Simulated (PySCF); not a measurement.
An unknown shows these calculated signals:

$^{1}$H NMR (600 MHz, computed): δ 5.13 (m, 1H), 5.05 (d, 1H), 5.02 (m, 1H), 2.01 (m, 1H), 1.28 (m, 2H), 1.26 (m, 2H), 0.21 (br s, 4H).

$^{13}$C{$^{1}$H} NMR (computed): δ 23.3 (CH), 9.4 (CH2).

- PBE0/pcSseg-1 with gauge-including orbitals
- GFN2-xTB structure
- run in PySCF
- gas phase, equivalent nuclei averaged, single conformer, non-relativistic Hamiltonian

Chemical shifts δ = σref − σ; $^{1}$H, $^{13}$C vs TMS, all at this level.

Task: Which of these does the molecule contain: a methoxy group, a Si–H bond, an amide, an aldehyde, an NH or NH2 group?

Result: 
- A methoxy group: no.
- A Si–H bond: yes (δH 5.05 (d)).
- An amide: no.
- An aldehyde: no.
- An NH or NH2 group: yes (δH 0.21 (br s)).

The data belong to SMILES [SiH](N)(N)C1C[SiH2]C1, C3H12N2Si2; they needn't prove each group on their own.

Carbon signals by region: 2 below 50 ppm.

OH and NH positions are those of a molecule without intermolecular hydrogen bonds; in solution they move with solvent, concentration and temperature, and exchange usually removes their couplings. Shifts are as computed. Against solution values, carbons near 30 ppm lie about +3 ppm off and those near 130 ppm about +5 ppm. Of 1309 compounds with measured shifts, 239 miss one by over three times the rms of a fit or turn the order of signals round; such compounds aren't used in these exercises. Multiplicities follow the n + 1 count of equivalent neighbours, as no J values were calculated; m marks all less simple cases, F and P coupling included.
